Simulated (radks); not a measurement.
The numbers below are computed, except where a source is named.
Problem. Neutral ytterbium, configuration [Xe] 4f14 6s2. Level of theory: Dirac Kohn-Sham, PBEsol, spin-unpolarised, spherical densities, point nucleus (a radial shooting solver on a logarithmic mesh with Libxc functionals). Some entries of the table are withheld. Estimate them.

orbital,occ.,eigenvalue (hartree),<r^2> (bohr^2)
1s1/2,2,-2247.041,0.0005300
2s1/2,2,-380.4833,0.008154
2p1/2,2,-362.9121,0.005862
2p3/2,4,-324.4540,0.007074
3s1/2,2,-85.74902,(1)
3p1/2,2,-77.99935,0.04948
3p3/2,4,-69.83755,0.05623
3d3/2,4,-56.65097,0.04403
3d5/2,6,-54.86732,0.04589
4s1/2,2,-16.85947,0.2691
4p1/2,2,-13.72576,0.2800
4p3/2,4,-11.87522,0.3177
4d3/2,4,-6.72361,(2)
4d5/2,6,-6.38677,(3)
5s1/2,2,-2.01648,1.649
5p1/2,2,(4),2.139
5p3/2,4,(5),2.537
6s1/2,2,-0.14484,17.45
4f5/2,6,-0.13990,0.8479
4f7/2,8,-0.09150,0.9276

Solution. 
(1) 3s1/2 <r^2> (bohr^2): 0.05363
(2) 4d3/2 <r^2> (bohr^2): 0.3562
(3) 4d5/2 <r^2> (bohr^2): 0.3711
(4) 5p1/2 eigenvalue (hartree): -1.17043
(5) 5p3/2 eigenvalue (hartree): -0.94592
